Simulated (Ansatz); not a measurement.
Relaxation of Cl$_{2}$GaH$_{3}$ (6 atoms, charge 0, multiplicity 1), to a largest force component of 0.03 eV/Å in at most 50 steps.

Theory: Ansatz, RKS LDA/def2-SVP.

```xyz
6
Properties=species:S:1:pos:R:3
Ga -0.059 -0.523 -0.464
Cl -0.056 -0.167 2.947
H 1.256 0.231 -0.813
Cl -1.886 0.252 -1.236
H -0.217 -1.863 0.340
H -0.062 -1.185 2.065
```

Task: Where does it end, and by what steps?

Result: The forces met the threshold. The force dipped under the threshold on the way, but the program's further checks kept it going. After 33 steps the energy has fallen by 0.570 eV; H6 moved furthest, 1.50 Å. Joined: Ga1–Cl2 (3.43 → 2.42 Å).

| step | energy less start (eV) | largest force component (eV/Å) | accepted |
| --- | --- | --- | --- |
| 0 | 0.0000 | 0.825 | yes |
| 2 | -0.1576 | 0.280 | yes |
| 4 | -0.2122 | 0.132 | yes |
| 6 | -0.2225 | 0.157 | yes |
| 8 | -0.2285 | 0.054 | yes |
| 10 | -0.2450 | 0.170 | yes |
| 12 | -0.2300 | 0.931 | no |
| 14 | -0.2531 | 0.318 | no |
| 16 | -0.2566 | 0.054 | yes |
| 18 | -0.2537 | 0.439 | no |
| 20 | -0.2628 | 0.060 | yes |
| 22 | -0.2664 | 0.416 | yes |
| 24 | -0.2939 | 0.969 | yes |
| 26 | -0.4305 | 0.494 | yes |
| 28 | -0.5502 | 0.209 | yes |
| 30 | -0.5667 | 0.051 | yes |
| 32 | -0.5686 | 0.036 | yes |
| 33 | -0.5700 | 0.019 | yes |

```xyz
6
Properties=species:S:1:pos:R:3
Ga 0.289 -0.741 -0.137
Cl 0.232 -0.516 2.267
H 1.137 0.457 -0.644
Cl -1.897 -0.020 0.165
H 0.270 -2.270 -0.411
H -1.055 -0.164 1.599
```

Whether the end is a true minimum wasn't checked by a vibrational analysis.

The run took 53 s on 1 thread of Arm Neoverse V1, with other jobs on the host, peak memory 0.12 GiB.
